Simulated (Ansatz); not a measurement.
Input file for Ansatz (a first-principles code): U-r2SCAN/cc-pVTZ on GeH4O2 (SMILES [OH][GeH2][OH]), a point of a bond scan (R = 1.840 Å).

Ansatz 0.2 input:
```yaml
crystal:
  periodic: [false, false, false]
  atoms:
    - {symbol: Ge, position_ang: [0.33883789, -0.06566271, 0.00759659]}
    - {symbol: O, position_ang: [-0.42944079, 1.43257692, 0.60497347]}
    - {symbol: O, position_ang: [-0.90669806, -1.17364928, -0.63492907]}
    - {symbol: H, position_ang: [1.16425040, -0.75238949, 1.50239142]}
    - {symbol: H, position_ang: [1.24372147, 0.19795820, -1.20235759]}
    - {symbol: H, position_ang: [-0.88342978, 1.92366099, -0.08771759]}
    - {symbol: H, position_ang: [-1.54067496, -1.45389864, 0.03337031]}
basis:
  gaussian:
    orbitals: cc-pVTZ
hamiltonian:
  xc: {name: r2SCAN}
magnetization: {spin_polarized: true, initial_magnetization: 0}
```

The head of its log:

```
WARN ansatz: RAYON_NUM_THREADS=1 ignored (pool sized by the plan → 1); use --threads N
Functional definition: r2SCAN
integrals: 0.07 GiB planned
931 factors; their error is unknown
mean field: 0.69 GiB planned
mean field evaluation 1: about -60668.8359 eV, gradient 5.7e1 eV
mean field evaluation 2: about -60620.7595 eV, gradient 1.2e2 eV
```

Task: What total energy does the run end on?

Result: -2229.8996 hartree.
